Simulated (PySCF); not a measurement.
## How methods differ on the ionisation energy of La⁺

La⁺ [Xe] 5d2 (3F) → La²⁺ [Xe] 5d1 (2D), as a difference of total energies. Calculation: PySCF 2.14, in cc-pVDZ-X2C (8s7p5d3f1g, 84 functions); the spin-free X2C one-electron Hamiltonian (Gaussian nucleus). Correlated levels: valence and next inner shell: [Ar] 3d10 frozen. The calculations carry no spin-orbit coupling.

```csv
method,ionisation energy (eV),plus first-order spin-orbit estimate,error of that sum (eV)
UHF,10.399,10.410,-0.775
MP2 (valence and next inner shell),10.820,10.830,-0.355
SCS-MP2 (valence and next inner shell),10.737,10.747,-0.438
CCSD (valence and next inner shell),10.852,10.863,-0.322
CCSD(T) (valence and next inner shell),10.880,10.890,-0.295
```

Reference: 11.185 eV (measured; NIST Atomic Spectra Database, ionization energies).

A first-order spin-orbit estimate (lowest level to lowest level, LS coupling) adds 0.010 eV.

Errors of the correlated levels include the incompleteness of this basis and the frozen core.
